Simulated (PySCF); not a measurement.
These 6 structures share the formula C6H7BN2. The calculation used PBE0-D3(BJ)/def2-SVP geometry optimisation, gas phase in PySCF 2.14.0. One conformer each; no zero-point energy, no entropy. No frequencies were run at this level. Point groups hold within 0.08 Å.

Question: Order them by energy at this level, lowest first, and give relative energies in kcal/mol.
A. `[CH2:1]=[CH:2][C:3]#[C:4][B:5]([C:6]#[N:7])[NH:8][CH3:9]` with C4–B5–N8–C9 0°
B. `C#C[B@@H-](C)[N+]#CCC#N`
C. `[BH3-][n+]1ccccc1C#N`
D. `[N:1]#[C:2][BH2-:3][n+:4]1[cH:5][cH:6][cH:7][cH:8][cH:9]1` with C2–B3–N4–C5 2°
E. `CC#C[BH2-][N+]#CCC#N`
F. `C#CC#C[C@H]1CNBN1`

Answer: D (0.0), C (28.0), A (30.9), F (48.7), E (83.3), B (83.4).

Neighbours under 2.5 kcal/mol apart (CC#C[BH2-][N+]#CCC#N and C#C[B@@H-](C)[N+]#CCC#N) can change places with a better method, another conformer or zero-point energy.

```csv
SMILES,E (Eh),E rel (kcal/mol),dipole (D),point group,"A, B, C (MHz)"
N#C[BH2-][n+]1ccccc1,-366.52247,0.0,9.01,–,"4257, 1074, 863.6"
[BH3-][n+]1ccccc1C#N,-366.47788,28.0,8.40,near Cs,"2834, 1546, 1009"
C=CC#CB(C#N)NC,-366.47319,30.9,5.25,near Cs,"2263, 819.0, 603.8"
C#CC#C[C@H]1CNBN1,-366.44491,48.7,1.06,C1,"5215, 711.4, 681.2"
CC#C[BH2-][N+]#CCC#N,-366.38975,83.3,6.08,C1,"5204, 486.7, 457.6"
C#C[B@@H-](C)[N+]#CCC#N,-366.38957,83.4,5.89,C1,"3610, 653.5, 570.6"
```

Q: How do the relative energies change in single points at PBE0/pcSseg-1 (no added dispersion term) on the same geometries?

A: 
| SMILES | PBE0-D3(BJ)/def2-SVP (kcal/mol) | PBE0/pcSseg-1 (kcal/mol) | shift |
| --- | --- | --- | --- |
| N#C[BH2-][n+]1ccccc1 | 0.0 | 0.0 | 0.0 |
| [BH3-][n+]1ccccc1C#N | 28.0 | 29.5 | +1.5 |
| C=CC#CB(C#N)NC | 30.9 | 26.6 | -4.3 |
| C#CC#C[C@H]1CNBN1 | 48.7 | 48.7 | 0.0 |
| CC#C[BH2-][N+]#CCC#N | 83.3 | 78.9 | -4.4 |
| C#C[B@@H-](C)[N+]#CCC#N | 83.4 | 78.3 | -5.1 |

Each column counts from its own lowest isomer. The lowest isomer stays, but the order above it changes; the largest shift is 5.1 kcal/mol.
